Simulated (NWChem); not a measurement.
System: C$_{2}$H$_{8}$OSi; SMILES CC[SiH2]O

```xyz
12

Si     0.5397    -0.7441     0.1638
O     -0.8760    -1.5488    -0.2165
C      0.5162     1.0440    -0.4144
C     -0.6053     1.8876     0.1868
H      1.6296    -1.4916    -0.5254
H      0.7666    -0.7741     1.6483
H     -1.6403    -1.3644     0.3357
H      0.4474     1.0379    -1.5165
H      1.5035     1.4809    -0.1777
H     -0.5310     1.9403     1.2854
H     -0.5927     2.9222    -0.1904
H     -1.5951     1.4675    -0.0555
```
Atoms are numbered in this order, from 1.

Results from NWChem. Medium grid unless said otherwise, to which SCAN and Minnesota functionals are sensitive. Geometry: optimised at PBE0/def2-SVP. Total energies of different functionals are on different scales.

```
level                                  energy (Ha)  highest occupied level (eV)  orbital gap (eV)  dipole (D)
-------------------------------------  -----------  ---------------------------  ----------------  ----------
PBE/def2-TZVP                            -445.5093                        -6.67              6.14        1.60
B3LYP/def2-TZVP                          -445.8941                        -7.86              7.90        1.63
BLYP/def2-TZVP                           -445.7912                        -6.59              6.10        1.59
LDA (Slater exchange, VWN5)/def2-TZVP    -443.3870                        -6.77              6.01        1.65
PW6B95/def2-TZVP                         -446.3070                            …                 …        1.63
r2SCAN/def2-TZVP                         -445.7465                        -6.97              6.99        1.63
```

Q: Complete the blanks.

A: 
- PW6B95/def2-TZVP, highest occupied level (eV): -8.16
- PW6B95/def2-TZVP, orbital gap (eV): 8.47
